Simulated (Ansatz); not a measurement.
Program: Ansatz. Geometries: PBE0-D4/def2-TZVP. ΔE: electronic, gas phase. CCSD(T)/CBS is the MP2 limit (def2-TZVPP, def2-QZVPP) plus CCSD(T) − MP2 in def2-TZVPP, frozen cores. DFT in def2-TZVPP. B3LYP here is the variant with VWN-RPA as its local correlation; programs differ in this. For Ge outer-core shells are correlated without core-valence functions, which leaves a few kJ/mol of doubt a bond. Scalar relativity is left out up to krypton. Each species was taken in one conformer, which may not be the lowest.

Reaction (cleavage of the Ge–Ge bond): `[Cl][GeH2][GeH3]` + `N[SiH](F)Cl` → `F[SiH](Cl)[NH][GeH2][Cl]` + GeH₄

`[Cl][GeH2][GeH3]`:

```xyz
8

Cl   -2.166   -1.408    0.671
Ge   -1.080    0.096   -0.448
Ge    1.207    0.051    0.347
H    -1.224   -0.289   -1.930
H    -1.798    1.428   -0.181
H     1.224    0.373    1.846
H     2.041    1.096   -0.412
H     1.795   -1.346    0.107
```

`N[SiH](F)Cl`:

```xyz
7

N     0.671    0.803    0.237
Si   -0.399   -0.405   -0.251
F    -1.814   -0.371    0.483
Cl    0.429   -2.207    0.223
H     1.223    0.724    1.074
H     0.572    1.754   -0.075
H    -0.682   -0.300   -1.691
```

`F[SiH](Cl)[NH][GeH2][Cl]`:

Cartesian coordinates in Å:
```
F -1.329 2.027 1.179
Si -1.384 0.549 0.593
Cl -1.947 0.735 -1.357
N 0.125 -0.220 0.655
Ge 1.424 -0.350 -0.629
Cl 1.078 -2.113 -1.820
H -2.401 -0.176 1.372
H 0.320 -0.750 1.493
H 2.768 -0.558 0.074
H 1.347 0.856 -1.560
```

GeH₄:

```xyz
5

Ge    0.000    0.000    0.000
H     0.892    0.542   -1.124
H    -1.300    0.811    0.058
H     0.737    0.120    1.340
H    -0.328   -1.474   -0.273
```

| level | ΔE (kcal/mol) | difference from CCSD(T)/CBS |
| --- | --- | --- |
| PBE0-D4 | 3.9 | 2.1 |
| ωB97X-V | 1.5 | -0.3 |
| ωB97M-V | 2.1 | 0.3 |
| B2PLYP | 2.5 | 0.7 |
| PBE | 5.8 | 4.0 |
| r2SCAN | 3.3 | 1.5 |
| B3LYP | 4.6 | 2.8 |
| HF/def2-TZVPP | 0.6 | -1.2 |
| MP2/def2-TZVPP | 0.3 | -1.5 |
| SCS-MP2/def2-TZVPP | -0.2 | -2.0 |
| CCSD/def2-TZVPP | 1.1 | -0.7 |
| CCSD(T)/def2-TZVPP | 0.7 | -1.1 |
| MP2/def2-QZVPP | 0.9 | -0.9 |
| SCS-MP2/def2-QZVPP | 0.3 | -1.5 |
| HF/CBS(def2) | 0.5 | -1.3 |
| CCSD/CBS(def2) | 2.1 | 0.3 |
| CCSD(T)/CBS | 1.8 | 0 |

Largest T1 diagnostic among the species: 0.012.

The D4 term adds −2.0 kcal/mol with B3LYP and −1.2 kcal/mol with PBE0; it sums over pairs of atoms, weighted by their polarisabilities, and B3LYP, whose exchange is more repulsive, gets the larger term. From PBE to PBE0 (25 % exact exchange), in def2-TZVPP and without D4, ΔE moves by −0.8 kcal/mol.
